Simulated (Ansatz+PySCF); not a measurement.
Results of a calculation; reference values are marked as such.
## Ansatz (development build ahead of 0.2.0) run

```yaml
crystal:
  periodic: [false, false, false]
  atoms:
    - { symbol: H, position_ang: [0.0, 0.0, -1.3391] }
    - { symbol: Be, position_ang: [0.0, 0.0, 0.0] }
    - { symbol: H, position_ang: [0.0, 0.0, 1.3391] }
basis:
  gaussian: { orbitals: def2-SVP }
hamiltonian:
  xc: hf
correlation:
  method: ccsd_t
  frozen_orbitals: { Be: 0, H: 0 }
scf:
  omitted_lower_state_checks: [stability, starts, atomic_configurations, cluster_reference, orbital_swaps, given_window_search, neighbouring_geometries, increment]
```

The input is written out in the form of the current development build from the run's settings.

The run gave:

| Item | Value |
| --- | --- |
| Converged | yes |
| Reference energy | -15.75353 hartree |
| CCSD correlation energy | -0.05837 hartree |
| Triples correction | -0.00027 hartree |
| Total energy | -15.81218 hartree |
| Spin squared of the determinant | 0.000 |
| Largest doubles amplitude | 0.04 |
| Occupied orbitals by symmetry in an Abelian subgroup (alpha; beta) | 2 Ag 1 B1u; 2 Ag 1 B1u |
